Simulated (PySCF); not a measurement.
How methods differ on the ionisation energy of Kr²⁺

Kr²⁺ [Ar] 3d10 4s2 4p4 (3P) → Kr³⁺ [Ar] 3d10 4s2 4p3 (4S), as a difference of total energies. All numbers are calculated (PySCF 2.14, the spin-free X2C one-electron Hamiltonian (Gaussian nucleus), in jorge-DZP-DKH (8s6p2d1f, 43 functions)). Correlated levels: valence: [Ar] 3d10 frozen. The calculations carry no spin-orbit coupling.

| method | ionisation energy (eV) |
| --- | --- |
| UHF | 34.148 |
| BP86 | 35.601 |
| TPSS | 35.390 |
| MP2 (valence) | 34.300 |
| SCS-MP2 (valence) | 34.306 |
| CCSD (valence) | 34.307 |
| CCSD(T) (valence) | 34.311 |

How much does correlation contribute at CCSD(T) (valence)?

34.311 − (34.148) = 0.163 eV, measured against UHF.

The reference lies between the lowest fine-structure levels, while these numbers refer to the centres of the terms.

Errors of the correlated levels include the incompleteness of this basis and the frozen core.

For comparison: 35.838 ± 0.02 eV (measured; NIST Atomic Spectra Database, ionization energies).
